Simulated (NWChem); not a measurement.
System: BiBr2Cl; SMILES [Br][Bi]([Cl])[Br]

```xyz
4

Bi    -0.4686     0.4398     0.0000
Cl    -1.9930    -1.4927     0.0000
Br     1.0733    -0.2336    -1.9917
Br     1.0733    -0.2336     1.9917
```
Atoms are numbered in this order, from 1.

Level: PBE0/def2-SVP with def2 effective core potentials on Bi (NWChem), optimised geometry, unscaled harmonic frequencies. This build's default masses of Se (78.918 u) and Br (79.917 u) are each other's, which moves their modes by up to 0.6 %. def2 effective core potentials on Bi; no spin-orbit coupling.

| frequency (cm⁻¹) | IR intensity (km/mol) |
|---|---|
| 65 | 0.4 |
| 83 | 1.1 |
| 93 | 2.5 |
| 224 | 38.3 |
| 228 | 18.1 |
| 342 | 44.5 |

The zero-point energy is 1.5 kcal/mol and the thermal correction to the enthalpy at 298.15 K (with zero-point energy) is 6.2 kcal/mol. The heat capacity Cv is 17.0 cal/(mol K) and the entropy at 298.15 K and 1 atm (symmetry number 1) is 91.8 cal/(mol K).

Rigid rotor and harmonic oscillator; modes under 100 cm⁻¹ make the entropy uncertain.
